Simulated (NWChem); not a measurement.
System: GaHF2; SMILES [F][GaH][F]

Excerpt of the output:

```
             Northwest Computational Chemistry Package (NWChem) 7.3.0
             --------------------------------------------------------

 C2V symmetry detected

                             Geometry "geometry" -> ""
                             -------------------------

 Output coordinates in angstroms (scale by  1.889725989 to convert to a.u.)

  No.       Tag          Charge          X              Y              Z
 ---- ---------------- ---------- -------------- -------------- --------------
    1 Ga                  31.0000     0.00000000     0.00000000    -0.29922174
    2 H                    1.0000     0.00000000     0.00000000    -1.79777716
    3 F                    9.0000    -1.47047726     0.00000000     0.61520284
    4 F                    9.0000     1.47047726     0.00000000     0.61520284

 Effective nuclear repulsion energy (a.u.)     199.4162236332

      Symmetry information
      --------------------

 Group name             C2v
 Group number             16
 Group order               4
 No. of unique centers     3

                                Z-matrix (autoz)
                                --------

 Units are Angstrom for bonds and degrees for angles

      Type          Name      I     J     K     L     M      Value
      ----------- --------  ----- ----- ----- ----- ----- ----------
    1 Stretch                  1     2                       1.49856
    2 Stretch                  1     3                       1.73161
    3 Stretch                  1     4                       1.73161
    4 Bend                     2     1     3               121.87565
    5 Bend                     2     1     4               121.87565
    6 Bend                     3     1     4               116.24870
    7 Torsion                  2     1     3     4         180.00000
    8 Torsion                  2     1     4     3         180.00000
    9 Torsion                  3     1     2     4         180.00000
   10 Torsion                  2     4     1     3         180.00000
   11 Torsion                  3     2     1     4         180.00000
   12 Torsion                  2     3     1     4         180.00000

                           NWChem Geometry Optimization
                           ----------------------------

 maximum gradient threshold         (gmax) =   0.000450
 rms gradient threshold             (grms) =   0.000300
 maximum cartesian step threshold   (xmax) =   0.001800
 rms cartesian step threshold       (xrms) =   0.001200
 fixed trust radius                (trust) =   0.300000
 source of zmatrix                         =   autoz

          -------------------
          Energy Minimization
          -------------------

 Using diagonal initial Hessian
 Scaling for Hessian diagonals: bonds = 1.00  angles = 0.25  torsions = 0.10

          --------
          Step   0

                                 NWChem DFT Module
                                 -----------------

 Summary of "ao basis" -> "ao basis" (spherical)
 ------------------------------------------------------------------------------
       Tag                 Description            Shells   Functions and Types
 ---------------- ------------------------------  ------  ---------------------
 Ga                          6-31g*                 12       32   5s4p3d
 H                           6-31g*                  2        2   2s
 F                           6-31g*                  6       14   3s2p1d

      Symmetry analysis of basis
      --------------------------

        a1         27
        a2          7
        b1         17
        b2         11

            General Information
            -------------------
          SCF calculation type: DFT
          Wavefunction type:  closed shell.
          No. of atoms     :     4
          No. of electrons :    50
           Alpha electrons :    25
            Beta electrons :    25
          Charge           :     0
          Spin multiplicity:     1
          Use of symmetry is: on ; symmetry adaption is: on
          Maximum number of iterations: 150
          AO basis - number of functions:    62
                     number of shells:    26
          Convergence on energy requested:  1.00D-06
          Convergence on density requested:  1.00D-05
          Convergence on gradient requested:  5.00D-04

              XC Information
              --------------
                         B3LYP Method XC Potential
                     Hartree-Fock (Exact) Exchange  0.200
                        Slater Exchange Functional  0.800 local
                    Becke 1988 Exchange Functional  0.720 non-local
              Lee-Yang-Parr Correlation Functional  0.810
                  VWN I RPA Correlation Functional  0.190 local

             Grid Information
             ----------------
          Grid used for XC integration:  medium
          Radial quadrature: Mura-Knowles
          Angular quadrature: Lebedev.
          Tag              B.-S. Rad. Rad. Pts. Rad. Cut. Ang. Pts.
          ---              ---------- --------- --------- ---------
          Ga                  1.30      112           7.0       590
          H                   0.35       45           8.0       434
          F                   0.50       49           8.0       434
          Grid pruning is: on
          Number of quadrature shells:   206
          Spatial weights used:  Erf1

      Superposition of Atomic Density Guess
      -------------------------------------

 Sum of atomic energies:       -2122.18829490

      Non-variational initial energy
      ------------------------------

 Total energy =   -2122.248153
 1-e energy   =   -3360.352362
 2-e energy   =    1038.687985
 HOMO         =      -0.472275
 LUMO         =      -0.012686

      Symmetry analysis of molecular orbitals - initial
      -------------------------------------------------

  Numbering of irreducible representations:

     1 a1          2 a2          3 b1          4 b2

  Orbital symmetries:

     1 a1          2 a1          3 a1          4 b1          5 b2
     6 a1          7 b1          8 a1          9 a1         10 b1
    11 b2         12 a1         13 b1         14 a1         15 b1
    16 a2         17 b2         18 a1         19 a1         20 b1
    21 a1         22 b2         23 a2         24 b1         25 a1
    26 a1         27 b2         28 b1         29 a1         30 a1
    31 b2         32 b1         33 a1         34 b2         35 a2

   convergence    iter        energy       DeltaE   RMS-Dens  Diis-err
 ---------------- ----- ----------------- --------- --------- ---------
 d= 0,ls=0.0,diis     1  -2124.8514161897 -2.32D+03  3.01D-02  9.38D-01
 d= 0,ls=0.0,diis     2  -2124.6024997242  2.49D-01  1.69D-02  4.12D+00
 d= 0,ls=0.0,diis     3  -2124.9688483765 -3.66D-01  8.99D-04  1.52D-02
 d= 0,ls=0.0,diis     4  -2124.9692515683 -4.03D-04  4.26D-04  8.55D-03
 d= 0,ls=0.0,diis     5  -2124.9696116098 -3.60D-04  8.54D-05  1.26D-04
  Resetting Diis
 d= 0,ls=0.0,diis     6  -2124.9696197890 -8.18D-06  6.65D-06  2.12D-07
 d= 0,ls=0.0,diis     7  -2124.9696198063 -1.73D-08  1.45D-06  3.17D-09

         Total DFT energy =    -2124.969619806329
      One electron energy =    -3360.241723427790
           Coulomb energy =     1132.346134763848
    Exchange-Corr. energy =      -96.490254775603
 Nuclear repulsion energy =      199.416223633217

 Numeric. integr. density =       49.999997942457

                  Occupations of the irreducible representations
                  ----------------------------------------------

                     irrep           alpha         beta
                     --------     --------     --------
                     a1               12.0         12.0
                     a2                2.0          2.0
                     b1                7.0          7.0
                     b2                4.0          4.0

                       DFT Final Molecular Orbital Analysis
                       ------------------------------------

 Vector   23  Occ=2.000000D+00  E=-3.834878D-01  Symmetry=a2
              MO Center= -3.1D-15,  2.1D-15,  5.9D-01, r^2= 2.6D+00
   Bfn.  Coefficient  Atom+Function         Bfn.  Coefficient  Atom+Function
  ----- ------------  ---------------      ----- ------------  ---------------
    38      0.462948  3 F  py                52     -0.462948  4 F  py
    42      0.330997  3 F  py                56     -0.330997  4 F  py
    18      0.088473  1 Ga d -2              28     -0.060998  1 Ga d -2
    23      0.040884  1 Ga d -2

[...]

      ----------------------
      Optimization converged
      ----------------------

  Step       Energy      Delta E   Gmax     Grms     Xrms     Xmax
  ---- ---------------- -------- -------- -------- -------- --------
@    4   -2124.97099738 -3.0D-07  0.00007  0.00004  0.00044  0.00089
                                     ok       ok       ok       ok

                                Z-matrix (autoz)
                                --------

 Units are Angstrom for bonds and degrees for angles

      Type          Name      I     J     K     L     M      Value     Gradient
      ----------- --------  ----- ----- ----- ----- ----- ---------- ----------
    1 Stretch                  1     2                       1.55012    0.00007
    2 Stretch                  1     3                       1.74753   -0.00007
    3 Stretch                  1     4                       1.74753   -0.00007
    4 Bend                     2     1     3               123.66733   -0.00002
    5 Bend                     2     1     4               123.66733   -0.00002
    6 Bend                     3     1     4               112.66534    0.00005
    7 Torsion                  2     1     3     4         180.00000    0.00000
    8 Torsion                  2     1     4     3         180.00000    0.00000
    9 Torsion                  3     1     2     4         180.00000    0.00000
   10 Torsion                  2     4     1     3         180.00000    0.00000
   11 Torsion                  3     2     1     4         180.00000    0.00000
   12 Torsion                  2     3     1     4         180.00000    0.00000

                         Geometry "geometry" -> "geometry"
                         ---------------------------------

 Output coordinates in angstroms (scale by  1.889725989 to convert to a.u.)

  No.       Tag          Charge          X              Y              Z
 ---- ---------------- ---------- -------------- -------------- --------------
    1 Ga                  31.0000     0.00000000     0.00000000    -0.31350589
    2 H                    1.0000     0.00000000     0.00000000    -1.86362759
    3 F                    9.0000    -1.45441423     0.00000000     0.65527013
    4 F                    9.0000     1.45441423     0.00000000     0.65527013

 Effective nuclear repulsion energy (a.u.)     197.5639241700

      Symmetry information
      --------------------

 Group name             C2v
 Group number             16
 Group order               4
 No. of unique centers     3

                Final and change from initial internal coordinates
                --------------------------------------------------

                                Z-matrix (autoz)
                                --------

 Units are Angstrom for bonds and degrees for angles

      Type          Name      I     J     K     L     M      Value       Change
      ----------- --------  ----- ----- ----- ----- ----- ---------- ----------
    1 Stretch                  1     2                       1.55012    0.05157
    2 Stretch                  1     3                       1.74753    0.01592
    3 Stretch                  1     4                       1.74753    0.01592
    4 Bend                     2     1     3               123.66733    1.79168
    5 Bend                     2     1     4               123.66733    1.79168
    6 Bend                     3     1     4               112.66534   -3.58336
    7 Torsion                  2     1     3     4         180.00000    0.00000
    8 Torsion                  2     1     4     3         180.00000    0.00000
    9 Torsion                  3     1     2     4         180.00000    0.00000
   10 Torsion                  2     4     1     3         180.00000    0.00000
   11 Torsion                  3     2     1     4         180.00000    0.00000
   12 Torsion                  2     3     1     4         180.00000    0.00000

 ==============================================================================
                                internuclear distances
 ------------------------------------------------------------------------------
       center one      |      center two      | atomic units |  angstroms
 ------------------------------------------------------------------------------
    2 H                |   1 Ga               |     2.92931  |     1.55012
    3 F                |   1 Ga               |     3.30235  |     1.74753
    4 F                |   1 Ga               |     3.30235  |     1.74753
 ------------------------------------------------------------------------------
                         number of included internuclear distances:          3
 ==============================================================================

[...]

 Rotational Constants
 --------------------
 A=   0.634436 cm-1  (  0.912791 K)
 B=   0.209738 cm-1  (  0.301759 K)
 C=   0.157628 cm-1  (  0.226786 K)

 Temperature                      =   298.15K
 frequency scaling parameter      =   1.0000

 Zero-Point correction to Energy  =    6.708 kcal/mol  (  0.010689 au)
 Thermal correction to Energy     =    9.234 kcal/mol  (  0.014715 au)
 Thermal correction to Enthalpy   =    9.826 kcal/mol  (  0.015659 au)

 Total Entropy                    =   66.297 cal/mol-K
   - Translational                =   39.928 cal/mol-K (mol. weight = 107.9303)
   - Rotational                   =   22.470 cal/mol-K (symmetry #  =        2)
   - Vibrational                  =    3.899 cal/mol-K

 Cv (constant volume heat capacity) =   11.849 cal/mol-K
   - Translational                  =    2.979 cal/mol-K
   - Rotational                     =    2.979 cal/mol-K
   - Vibrational                    =    5.890 cal/mol-K

[normal modes left out]

 ----------------------------------------------------------------------------
 Normal Eigenvalue ||           Projected Infra Red Intensities
  Mode   [cm**-1]  || [atomic units] [(debye/angs)**2] [(KM/mol)] [arbitrary]
 ------ ---------- || -------------- ----------------- ---------- -----------
    1       -0.000 ||    0.000707           0.016         0.689       0.263
    2       -0.000 ||    0.002935           0.068         2.861       1.093
    3       -0.000 ||    0.003148           0.073         3.069       1.173
    4       -0.000 ||    0.002653           0.061         2.587       0.988
    5        0.000 ||    0.001459           0.034         1.422       0.543
    6        0.000 ||    0.000005           0.000         0.005       0.002
    7      209.554 ||    0.027794           0.641        27.095      10.353
    8      460.269 ||    0.062714           1.447        61.137      23.361
    9      584.180 ||    0.079434           1.833        77.437      29.589
   10      686.159 ||    0.038464           0.887        37.497      14.328
   11      717.137 ||    0.063825           1.472        62.220      23.775
   12     2037.012 ||    0.039011           0.900        38.030      14.532
 ----------------------------------------------------------------------------
```

Level: B3LYP/6-31G* (spherical d). B3LYP is NWChem's, with the RPA form of VWN correlation.

Write an input that gives this output.

Several could match; the one computed here: the input that was run:
```
start job
memory heap 200 mb stack 900 mb global 1100 mb
geometry units angstroms
  Ga    -0.213011    -0.142399    -0.166681
  H     -1.255344    -0.840440    -0.986410
  F     -0.115070     1.584763    -0.090403
  F      0.963278    -1.017600     0.754633
end
basis spherical
  * library 6-31g*
end
dft
  xc b3lyp
  iterations 150
end
driver
  maxiter 120
end
task dft optimize
task dft freq
```
